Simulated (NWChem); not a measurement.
Species: C4H4F2; SMILES C1(F)CCC=1F

```xyz
10

F      1.6050     0.0000     1.1240
C      0.6681     0.0000     0.1995
C     -0.6681     0.0000     0.1995
F     -1.6050     0.0000     1.1240
C     -0.7820     0.0000    -1.2940
C      0.7820     0.0000    -1.2940
H     -1.2357     0.8992    -1.7401
H     -1.2357    -0.8992    -1.7401
H      1.2357    -0.8992    -1.7401
H      1.2357     0.8992    -1.7401
```
Atoms are numbered in this order, from 1.

Results from NWChem. The geometry was optimised at PBE0/def2-SVP. COSMO at PBE/def2-SVP, default radii, gas-phase geometry; f = (ε − 1)/ε scales the surface charges.

```
row            f  electrostatic solvation energy (kcal/mol)
--------  ------  -----------------------------------------
ε = 1.5   0.3333                                      -0.49
ε = 2.0   0.5000                                      -0.75
ε = 4.8   0.7917                                   withheld
ε = 20.7  0.9517                                      -1.54
ε = 37.5  0.9733                                      -1.58
```

Problem. Fit a straight line of the last column on the one before it, predict the withheld value, and compare with the run.

Solution. 
1. Means of the 4 shown rows: x = 0.68958, y = -1.090. Slope Σ(x − x̄)(y − ȳ)/Σ(x − x̄)² = -0.5352/0.3121 = -1.715; intercept 0.093.
2. The shown rows scatter about the line by 0.009 (root mean square); the largest residual is +0.01, at ε = 2.0.
3. At x = 0.7917 (ε = 4.8; inside the shown range) the line gives -1.26.
4. The run gives -1.24, +0.02 from the line.
